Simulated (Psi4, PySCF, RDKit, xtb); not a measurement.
Internal rotation in SMILES COC(=O)c1ccc(C)cc1. Scanned: dihedral C1–O2–C3–O4; all other coordinates were relaxed at GFN2-xTB. Points at φ and −φ are mirror images. Heavy atoms are numbered in the order of the SMILES COC(=O)c1ccc(C)cc1, hydrogens after them in the order of the atoms that carry them; the mirror image has the same energies with the sign of each dihedral reversed.

- GFN1-xTB // GFN2-xTB (xtb)
- UFF // GFN2-xTB (RDKit)
- RKS-B3LYP/6-311+G** = restricted B3LYP/6-311+G**, spherical d, density fitting // GFN2-xTB (PySCF)
- PBE-D3(BJ)/def2-SVP // GFN2-xTB (Psi4)

Energies relative to the lowest point of each profile, in kJ/mol; the last columns give the difference from PBE-D3(BJ):

| φ / ° | GFN1-xTB | UFF | RKS-B3LYP/6-311+G** | PBE-D3(BJ)/def2-SVP | GFN1-xTB − PBE-D3(BJ)/def2-SVP | UFF − PBE-D3(BJ)/def2-SVP | RKS-B3LYP/6-311+G** − PBE-D3(BJ)/def2-SVP |
|---|---|---|---|---|---|---|---|
| -165 | 44.6 | 13.4 | 52.0 | 48.7 | -4.1 | -35.3 | 3.3 |
| -150 | 46.2 | 15.3 | 51.6 | 48.0 | -1.7 | -32.6 | 3.6 |
| -135 | 49.6 | 16.0 | 52.6 | 49.8 | -0.2 | -33.8 | 2.8 |
| -120 | 53.0 | 14.8 | 53.3 | 51.6 | 1.5 | -36.8 | 1.7 |
| -105 | 55.2 | 18.6 | 53.6 | 52.9 | 2.3 | -34.3 | 0.7 |
| -90 | 53.8 | 20.0 | 51.7 | 51.9 | 1.9 | -31.9 | -0.2 |
| -75 | 46.9 | 15.8 | 45.6 | 46.4 | 0.5 | -30.5 | -0.8 |
| -60 | 35.6 | 12.3 | 35.6 | 36.2 | -0.6 | -23.8 | -0.6 |
| -45 | 22.7 | 11.3 | 23.8 | 23.7 | -1.0 | -12.4 | 0.1 |
| -30 | 11.3 | 11.4 | 12.9 | 12.1 | -0.8 | -0.8 | 0.8 |
| -15 | 3.3 | 2.7 | 3.7 | 3.6 | -0.3 | -0.9 | 0.2 |
| 0 | 0.0 | 0.0 | 0.0 | 0.0 | 0.0 | 0.0 | 0.0 |
| 15 | 3.3 | 2.7 | 3.7 | 3.6 | -0.3 | -0.9 | 0.2 |
| 30 | 11.3 | 11.4 | 12.9 | 12.1 | -0.8 | -0.8 | 0.8 |
| 45 | 22.7 | 11.3 | 23.8 | 23.7 | -1.0 | -12.4 | 0.1 |
| 60 | 35.6 | 12.3 | 35.6 | 36.2 | -0.6 | -23.8 | -0.6 |
| 75 | 46.9 | 15.8 | 45.6 | 46.4 | 0.5 | -30.5 | -0.8 |
| 90 | 53.8 | 20.0 | 51.7 | 51.9 | 1.9 | -31.9 | -0.2 |
| 105 | 55.2 | 18.6 | 53.6 | 52.9 | 2.3 | -34.3 | 0.7 |
| 120 | 53.0 | 14.8 | 53.3 | 51.6 | 1.5 | -36.8 | 1.7 |
| 135 | 49.6 | 16.0 | 52.6 | 49.8 | -0.2 | -33.8 | 2.8 |
| 150 | 46.2 | 15.3 | 51.6 | 48.0 | -1.7 | -32.6 | 3.6 |
| 165 | 44.6 | 13.4 | 52.0 | 48.7 | -4.1 | -35.3 | 3.3 |
| 180 | 45.4 | 16.0 | 54.9 | 52.6 | -7.2 | -36.6 | 2.3 |

GFN1-xTB is furthest from PBE-D3(BJ)/def2-SVP at 180 (-7.2 kJ/mol, below); its mean absolute difference over the points is 1.5 kJ/mol.

UFF is furthest from PBE-D3(BJ)/def2-SVP at -120 (-36.8 kJ/mol, below); its mean absolute difference over the points is 24.3 kJ/mol.

RKS-B3LYP/6-311+G** is furthest from PBE-D3(BJ)/def2-SVP at -150 (3.6 kJ/mol, above); its mean absolute difference over the points is 1.3 kJ/mol.
